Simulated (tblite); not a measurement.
Compound: C6H14N (doublet state).
Bonds: C1–C2, C2–C3, C3–C4, C3–C5, C3–C6, C6–N7. Hydrogens: H8, H9 on C1; H10, H11 on C2; H12, H13, H14 on C4; H15, H16, H17 on C5; H18, H19 on C6; H20, H21 on N7.

Structure optimised with GFN2-xTB, isolated species. This method treats the open shell by occupation alone, without spin polarisation.

List the bond lengths, angles and torsions at this level.

```
                   bond  length (Å)
                  C1–C2       1.468
                  C2–C3       1.563
           C3–C4, C3–C5       1.528
                  C3–C6       1.538
                  C6–N7       1.453
           C1–H8, C1–H9       1.072
         C2–H10, C2–H11       1.094
C4–H12 and 5 like bonds       1.087
                 C6–H18       1.094
                 C6–H19       1.105
         N7–H20, N7–H21       1.014
```

Bonds in one row agree within 0.01 Å and their mean is given. A selection of angles:
```
     angle  degrees
  C2–C1–H8    121.1
  H8–C1–H9    118.2
  C1–C2–C3    114.4
 C1–C2–H10    110.0
 C3–C2–H10    106.2
 C3–C2–H11    107.6
H10–C2–H11    108.5
  C2–C3–C4    109.2
  C2–C3–C6    107.8
  C4–C3–C5    109.6
  C4–C3–C6    109.7
  C5–C3–C6    110.8
 C3–C4–H12    109.5
 C3–C4–H13    110.7
H12–C4–H13    108.2
H12–C4–H14    109.1
  C3–C6–N7    111.7
 C3–C6–H18    108.6
 C3–C6–H19    108.0
 N7–C6–H18    107.3
 N7–C6–H19    113.4
H18–C6–H19    107.7
 C6–N7–H20    110.1
H20–N7–H21    107.7
```

Torsions: C1–C2–C3–C4 177° (antiperiplanar); C2–C3–C6–N7 178° (antiperiplanar). The mirror-image conformer, all signs reversed, is as good.

Of the pairs four or more bonds apart, C1···H19 is among the closest relative to their van der Waals radii: 2.54 Å, 88 % of the sum of Bondi's values. N7 (nitrogen bonded to C and 2 H) is pyramidal (angles 110.2°, 110.1° and 107.7°, sum 328.0°, 0.38 Å off the plane of its three neighbours). C1 (carbon bonded to C and 2 H) is planar (angles 121.1°, 120.7° and 118.2°, sum 359.9°, 0.02 Å off the plane of its three neighbours). The 5 C–C bonds span 1.468 Å (C1–C2, drawn single) to 1.563 Å (C2–C3, drawn single), a spread of 0.095 Å.

Point group: C1 (no symmetry element, even within 0.4 Å). Its GFN2-xTB frequencies are all real (lowest 85 cm⁻¹). Torsions: H–C1–C2–C3 -102° and 75°, C1–C2–C3–C4 177°, C2–C3–C6–N7 178°, C3–C6–N7–H -172° and 69°.

These are computed values.
